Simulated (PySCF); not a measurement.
# Basis and Hamiltonian dependence of the electron affinity of Tc

Tc- [Kr] 4d6 5s2 (5D) → Tc [Kr] 4d5 5s2 (6S). All values are computed (PySCF 2.14, energy differences of UHF-based or UKS calculations, no spin-orbit coupling). Values in eV.

```
                                                                   basis       Hamiltonian  functions     UHF    LDA   PBE0  MP2 (valence)  CCSD(T) (valence)  CCSD(T) (valence and next inner shell)
                                            aug-cc-pVDZ-PP with ECP28MDF               ECP         54  -0.999  0.972  0.597         -0.229              0.054                                     n/a
                 def2-TZVPPD with the def2 core potential (28 electrons)               ECP         56  -1.440  0.648  0.322         -0.227             -0.122                                  -0.153
                                          aug-cc-pwCVDZ-PP with ECP28MDF               ECP         70  -1.002  0.979  0.608         -0.141              0.113                                   0.040
                 def2-QZVPPD with the def2 core potential (28 electrons)               ECP         88  -1.165  0.919  0.563          0.094              0.240                                     n/a
                                            aug-cc-pVTZ-PP with ECP28MDF               ECP         88  -0.956  0.988  0.626         -0.063              0.242                                     n/a
       x2c-TZVPPall with one added diffuse shell each of s, p, d, f type     spin-free X2C         95  -0.952  1.157  0.715          0.070              0.304                                     n/a
                                                          aug-cc-pVTZ-DK     spin-free X2C        102  -0.907  1.150  0.713         -0.009              0.303                                     n/a
                                          aug-cc-pwCVTZ-PP with ECP28MDF               ECP        122  -0.951  0.992  0.631         -0.021                n/a                                     n/a
                                                        aug-cc-pwCVTZ-DK     spin-free X2C        136  -0.906    n/a    n/a          0.027              0.332                                     n/a
                                                              dyall-av2z  non-relativistic        136  -0.380  1.591  1.185          0.339                n/a                                     n/a
aug-cc-pwCVTZ-DK with one added diffuse shell each of s, p, d, f, g type     spin-free X2C        161  -0.775    n/a    n/a         -0.751             -0.774                                     n/a
                                            aug-cc-pV5Z-PP with ECP28MDF               ECP        197  -0.912    n/a    n/a            n/a                n/a                                     n/a
```

Task: Estimate the row for ANO-RCC-VTZP (spin-free X2C, 68 functions).

Result: From the rows with the same Hamiltonian and similar size; the calculation gives UHF -1.20; LDA 1.07; PBE0 0.62; MP2 (valence) 0.08; CCSD(T) (valence) 0.18; CCSD(T) (valence and next inner shell) 0.18 (eV).

Frozen in the all-electron rows: valence and next inner shell: [Ar] 3d10; valence: [Kr]; with a core potential, the same shells as far as they lie outside it.

At UHF, def2-TZVPPD with the def2 core potential (28 electrons) lies more than 0.3 eV from the median of the rows with comparable relativity.

Non-relativistic rows lack the scalar-relativistic shift.

In most of these bases the highest occupied level of the anion is positive at UHF, LDA, PBE0, so the basis helps to hold the electron.
